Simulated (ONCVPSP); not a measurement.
**What one change does to a pseudopotential (tungsten (W), ONCV)**

| Item | Value |
| --- | --- |
| Element | tungsten |
| Generator | ONCVPSP 4.0.1 |
| Type | optimised norm-conserving Vanderbilt (ONCV) |
| Functional | PBE |
| Relativity | scalar-relativistic |
| Frozen core | [Kr] 4d10 4f14 |
| Valence charge | 14 |
| Reference configuration | 5s2 5p6 5d4 6s2 |
| Partial waves | 5s+6s: rc 1.90 bohr, ncon 4, nbas 8, qcut 5.4 1/bohr, 3 projectors, debl 2.6 Ha; 5p: rc 1.40 bohr, ncon 4, nbas 8, qcut 7 1/bohr, 1 projector; 5d: rc 2.40 bohr, ncon 4, nbas 9, qcut 5.2 1/bohr, 2 projectors, debl 0.8 Ha |
| Local potential | polynomial inside 1.20 bohr (lpopt 5, dvloc0 0 Ha) |
| Core correction | Teter function, fcfact 4.75, rcfact 1.45 |

Change: core correction Teter function, fcfact 2.7, rcfact 1.45.

Cutoffs: the cutoffs (Ha) at which the residual kinetic energy of the hardest occupied pseudo-wave falls to 1 and 0.1 mHa per electron; they do not see the model core or the augmentation charge, which bear on the density cutoff. Errors are all-electron minus pseudo energies relative to the spin-unpolarised reference configuration.

Q: How do hardness, ghosts and transferability respond?

A: The potential gets neither clearly harder nor softer (24 Ha and 92 Ha → 24 Ha and 92 Ha); the number of tests with a reliable result goes from 4 to 3; of the 3 tests that both files solve, the error grows in 0 and shrinks in 2 by more than 15 % and 0.3 meV (median size 20.2 → 13.5 meV); neither file shows a bound ghost. A model core, the more so a compact one, raises the density cutoff, which this test does not measure.

```csv
quantity,base,changed
"cutoff, loose",24 Ha,24 Ha
"cutoff, tight",92 Ha,92 Ha
bound ghosts,none,none
GHOST(+) flags under 300 eV,s at 218.7 eV,s at 218.7 eV
tests with a reliable result,4 of 4,3 of 4
"error for 5s2 5p6 5d4 6s0, meV [ΔE 24.56 eV]",-17,-13
"error for 5s2 5p6 5d3 6s0, meV [ΔE 49.95 eV]",-20,-13
"error for 5s2 5p6 5d3 6s2 6p1, meV [ΔE 4.02 eV]",+69,+71
s: phases at 1.93 bohr within 0.05 rad from the reference energy up to (Ha; the scan ends near 5),to the end of the scan,to the end of the scan
p: phases at 1.42 bohr within 0.05 rad from the reference energy up to (Ha; the scan ends near 5),1.7,1.7
d: phases at 2.44 bohr within 0.05 rad from the reference energy up to (Ha; the scan ends near 5),to the end of the scan,to the end of the scan
"rms error of d²Exc/dni dnj with the model core, mHa",1.56,1.33
```
